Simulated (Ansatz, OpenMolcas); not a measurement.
AlGeH4Cl (SMILES [Cl][AlH][GeH3]): methods side by side

AlGeH4Cl has 7 atoms, charge 0, and is taken as a singlet. As SMILES, `[Cl][AlH][GeH3]`. The coordinates come from a PBE0-D4/def2-TZVP relaxation.

Quantity: the vertical energy of the triplet above the singlet, in eV. The values are calculated.

```csv
level,kind,program,value (eV),CPU time (all runs)
HF/def2-SVP,Hartree–Fock,OpenMolcas,4.15,22 s
SVWN5/def2-SVP,LDA,Ansatz,3.81,6.1 s
PBE/def2-SVP,GGA,Ansatz,3.75,10 s
TPSS/def2-SVP,meta-GGA,OpenMolcas,3.87,1.9 min
wB97M-V/def2-SVP,range-separated hybrid,Ansatz,4.39,97 s
PBE-QIDH/def2-SVP,double hybrid,Ansatz,4.31,17 s
RPA@PBE0/def2-SVP,RPA,Ansatz,4.23,25 s
BCCD(T)/def2-SVP,coupled cluster or CI,Ansatz,4.33,68 s
```

All-electron rows without a relativistic Hamiltonian named are non-relativistic. The values span 3.75 to 4.39 eV. In the correlated wave-function rows the outer d shell of Ge is correlated, in sets not made for it. The second state's dipole differs much between rows, so they may not all be the same state. CPU times are rough (shared hosts, several kinds of processor and program).
